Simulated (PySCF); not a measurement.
Cd(H)(SH) (CdH₂S), SMILES [SH][CdH]. Geometry optimised at PBE0-D3(BJ)/def2-TZVP. The def2 effective core potentials stand for the cores of Cd; spin–orbit coupling is left out.

Computed equilibrium geometry at PBE0-D3(BJ)/def2-TZVP (PySCF confirms it by a frequency run) as Cartesian coordinates in Å, and its point group:
point group Cs.
```xyz
4

Cd     0.0002     0.5807     0.0000
H      0.0332     2.2431     0.0000
S     -0.0813    -1.7641     0.0000
H      1.2569    -1.8904     0.0000
```
Charge 0, spin multiplicity 1.
